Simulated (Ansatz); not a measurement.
Stepwise reaction of `[NH2][AlH2]` with hydrogen chloride, as a gas-phase model of exchange steps in deposition or etching. ΔE in kJ/mol; ΔG adds harmonic PBE0-D4 terms to CCSD(T)/CBS, at 1 bar.

Isolated molecules relaxed with PBE0-D4/def2-TZVP in Ansatz; ΔE leaves out vibrations. CBS: MP2 limit from def2 TZ/QZ plus the TZ coupled-cluster correction, frozen cores. This one scheme is used for every species. Functionals use def2-TZVPP. B3LYP here is the variant with VWN-RPA as its local correlation; programs differ in this. One conformer a species, not always the lowest.

| step | reaction | PBE-D4 | B3LYP-D4 | ωB97M-V | CCSD(T)/CBS | ΔG(500 K) |
| --- | --- | --- | --- | --- | --- | --- |
| 1 | `[NH2][AlH2]` + HCl → `[NH2][AlH][Cl]` + H₂ | -145.8 | -148.3 | -149.2 | -151.1 | -146.3 |

Question: Give the row of step 2, `[NH2][AlH][Cl]` + HCl → `[NH2][Al]([Cl])[Cl]` + H₂. (Estimate.)

Answer: Computed: 
| step | reaction | PBE-D4 | B3LYP-D4 | ωB97M-V | CCSD(T)/CBS | ΔG(500 K) |
| --- | --- | --- | --- | --- | --- | --- |
| 2 | `[NH2][AlH][Cl]` + HCl → `[NH2][Al]([Cl])[Cl]` + H₂ | -135.3 | -138.2 | -138.2 | -140.6 | -129.5 |

Question: By hand: ΔE of the 2 steps together at CCSD(T)/CBS.

Answer: (-151.1) + (-140.6) = -291.7 kJ/mol, or -145.8 kJ/mol a step.

In ΔE each step is higher than the one before. All are downhill at CCSD(T)/CBS. ΔG lies between -146.3 and -129.5 kJ/mol a step. PBE-D4 differs from CCSD(T)/CBS by 5.3 to 5.3 kJ/mol a step. Isolated molecules leave out the surface, adducts and barriers. Largest T1 diagnostic: 0.011.
